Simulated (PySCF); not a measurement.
From a computed spectrum to the compound

A species of 3 atoms with charge 1 has these harmonic modes (PBE0, small Gaussian bases with core potentials, PySCF 2.14.0):

| cm⁻¹ | km/mol | symmetry |
| --- | --- | --- |
| 35 | 1.7 | a1 |
| 201 | 8.8 | a1 |
| 221 | 47.0 | b2 |

(1) Which species is it, and in which structure?

## Answers

(1) [HoI2]+ (singlet in the valence; each metal's 4f electrons, 10 of them, lie in its core potential, out of spins and levels):
```xyz
3

Ho    0.0000    0.0000   -0.9327
I     2.2383    0.0000    0.6061
I    -2.2383    0.0000    0.6061
```
Ideal gas at 298.15 K and 1 bar: S = 363.2 J/(mol K), Cp = 56.8 J/(mol K), H − H(0 K) = 15.0 kJ/mol (rigid rotor, harmonic modes, spin degeneracy alone, that of the 4f electrons in the core included; the modes under 60 cm⁻¹ make these uncertain). An lcecp potential fixes the number of 4f electrons, so in runs with it no electron can move into or out of that shell.
 This is one of several that fit.
